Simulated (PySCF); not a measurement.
SnClBr, SMILES [Cl][Sn][Br] (connectivity only; charge and spin as stated), neutral, multiplicity 1.

Coordinates come from a PBE0-D3(BJ)/def2-TZVP optimisation. The def2 effective core potentials stand for the cores of Sn; spin–orbit coupling is left out.

Level of theory: IEF-PCM-ωB97X/def2-SVP (PySCF 2.14.0).

The values are the electrostatic part of the solvation free energy, E(continuum) − E(gas) at the gas-phase geometry, in a cavity of scaled van der Waals radii (PySCF's table); cavitation and dispersion terms are not included. A continuum can't describe solvent molecules that bind to the metal. In vacuum the orbital gap is 8.55 eV. The dipole moment in vacuum is 3.27 D.

```
solvent      ε  ΔG(elec) (kcal/mol)  dipole (D)  gap (eV)
-------  -----  -------------------  ----------  --------
water    78.36                 -5.9        4.56      8.85
acetone  20.49                 -5.5        4.48      8.83
benzene   2.27                 -2.5        3.82      8.68
```
